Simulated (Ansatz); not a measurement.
Geometry optimisation, RKS PBE0-D4/def2-SVP in Ansatz 0.2.0.

Input file:

```yaml
crystal:
  periodic: [false, false, false]
  atoms:
    - { symbol: Ti, position_ang: [0.197342, 0.080428, -0.179668] }
    - { symbol: F, position_ang: [0.037637, -0.017315, 1.596281] }
    - { symbol: Cl, position_ang: [2.301552, -0.070085, -0.611557] }
    - { symbol: Cl, position_ang: [-0.476408, 1.955968, -0.993782] }
    - { symbol: Cl, position_ang: [-0.75942, -1.604989, -1.139752] }
    - { symbol: S, position_ang: [-3.131323, 0.103517, 1.181208] }
    - { symbol: H, position_ang: [-3.253132, -1.210994, 0.90435] }
    - { symbol: H, position_ang: [-2.045849, -0.10933, 2.00262] }
basis:
  gaussian: { orbitals: def2-SVP }
hamiltonian:
  xc: pbe0
  dispersion: d4
relax:
  f_tol: 0.03
  max_steps: 50
output:
  orbitals: {}
```

Run as:

```bash
$ ansatz run input.yaml --threads 4 --pin off --max-ram 5120MiB --backend cpu --events-out ev --progress --plain --runs-dir out
```

**Question.** Where does it end, and by what steps?

**Answer.** The forces met the threshold. After 20 steps the energy has fallen by 0.194 eV; H8 moved furthest, 0.91 Å. Joined: Ti1–S6 (3.60 → 2.87 Å).

```csv
step,energy less start (eV),largest force component (eV/Å),accepted
0,0.0000,1.428,yes
1,-0.0489,1.016,yes
2,-0.0859,0.851,yes
3,-0.1318,0.624,yes
4,-0.1374,0.469,yes
5,-0.1234,1.051,no
6,-0.1534,0.147,yes
7,-0.1576,0.288,yes
8,-0.1613,0.087,yes
9,-0.1647,0.067,yes
10,-0.1676,0.077,yes
11,-0.1599,0.705,no
12,-0.1731,0.056,yes
13,-0.1769,0.266,yes
14,-0.1739,0.537,no
15,-0.1830,0.104,yes
16,-0.1872,0.061,yes
17,-0.1908,0.208,yes
18,-0.1920,0.228,yes
19,-0.1899,0.297,no
20,-0.1943,0.004,yes
```

```xyz
8
Properties=species:S:1:pos:R:3
Ti 0.010 -0.037 -0.111
F 0.170 -0.420 1.568
Cl 2.097 -0.005 -0.717
Cl -0.587 2.022 -0.556
Cl -0.765 -1.643 -1.384
S -2.740 -0.099 0.723
H -2.712 -1.289 1.362
H -2.603 0.597 1.874
```

Whether the end is a true minimum wasn't checked by a vibrational analysis.

The run took 73 s on 4 threads of Intel(R) Xeon(R) Platinum 8259CL CPU @ 2.50GHz (Skylake/Cascade Lake), on a shared host, peak memory 0.41 GiB.
